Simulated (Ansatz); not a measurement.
The cluster Li₈Al⁻, relaxed as a singlet with RKS r2SCAN-D4/def2-TZVPD in Ansatz, starting from packed atoms. Force threshold 0.02 eV/Å.

The highest occupied level of the charge -1 singlet lies above zero (up to 0.20 eV). The electron is either unbound and held by the finite basis, or the level is raised by self-interaction error. The structure comes from a short search, and lower isomers may exist.

Start:

```csv
atom,x (Å),y (Å),z (Å)
Li1,-0.228,-0.139,2.301
Li2,0.404,-2.572,2.398
Li3,1.207,-3.379,-1.425
Li4,-0.163,1.767,-2.569
Li5,-0.232,0.994,-0.137
Li6,0.380,-1.465,0.140
Li7,-0.989,2.283,2.408
Li8,0.469,-0.729,-2.417
Al9,-0.849,3.241,-0.700
```

(1) Estimate the energy that the relaxation releases and the steps that it takes.

(2) Does the start keep its bonding?

(3) Predict the relaxed structure.

## Answers

(1) 340.0 kJ/mol, in 27 steps; 95 s on 4 threads of Arm Neoverse V2 on a shared host. No frequencies were taken in this run, so the end may be a saddle point.

(2) Bonds lost: Li4–Li5, Li5–Li7 (atoms count from 1). Bonds formed: Li1–Al9, Li4–Li7, Li6–Al9, Li7–Al9, Li8–Al9 (atoms count from 1). Metal–metal contacts that move far: Li1–Li2 2.52 to 3.17 Å, Li1–Li7 2.54 to 3.12 Å, Li4–Li8 2.58 to 3.12 Å. The end is the same structure that another start reached.

(3) 
| atom | x (Å) | y (Å) | z (Å) |
| --- | --- | --- | --- |
| Li1 | -0.831 | 0.175 | 2.204 |
| Li2 | 0.919 | -2.462 | 2.265 |
| Li3 | 1.493 | -2.856 | -1.275 |
| Li4 | -0.041 | 2.752 | -1.867 |
| Li5 | 1.268 | 0.253 | 0.180 |
| Li6 | -0.873 | -1.692 | 0.051 |
| Li7 | -0.515 | 3.086 | 1.114 |
| Li8 | -0.098 | -0.333 | -2.336 |
| Al9 | -1.322 | 1.077 | -0.335 |
Bond lengths (bridged metal pairs left out): 8 × Li–Li 2.85 to 3.04 Å; 6 × Al–Li 2.60 to 2.83 Å.
